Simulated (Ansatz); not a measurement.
Molecule: AlO$_{2}$H$_{2}$ (charge 0, doublet). SMILES: [Al]([OH])[OH]
Geometry: optimised at B3LYP-D3(BJ)/def2-TZVP (Ansatz, an electronic-structure program).

Quantity: atomisation energy, in kcal/mol. Terms: LANL2DZ with its own core potentials from Na on; 6-311+G** with 5d, 6d on Na to Ar in Ansatz; UHF or UKS for open shells; frozen cores in correlated levels; atomisation electronic, to ground-state atoms; non-relativistic; six Cartesian d functions in 6-31G* and its kin unless marked 5d; spin-orbit terms left out. First-principles rows: single points at B3LYP-D3(BJ) geometries (Ansatz). The spin state of an ion or metal species was assumed, not searched.

```
level          program  atomisation energy (kcal/mol)
-------------  -------  -----------------------------
MP2/STO-3G      Ansatz                          322.9
MP2/3-21G       Ansatz                          331.5
MP2/LANL2DZ     Ansatz                          342.2
MP2/6-31G*      Ansatz                          387.1
MP2/6-311+G**   Ansatz                          410.3
```

No value to compare with is used here. The 5 habitual levels span 322.9 (MP2/STO-3G) to 410.3 kcal/mol (MP2/6-311+G**).

The sets are all those run for this method; left out are runs that failed, that the program found above a lower state of the same kind, or whose <S^2> lies over 0.5 above the pure value.
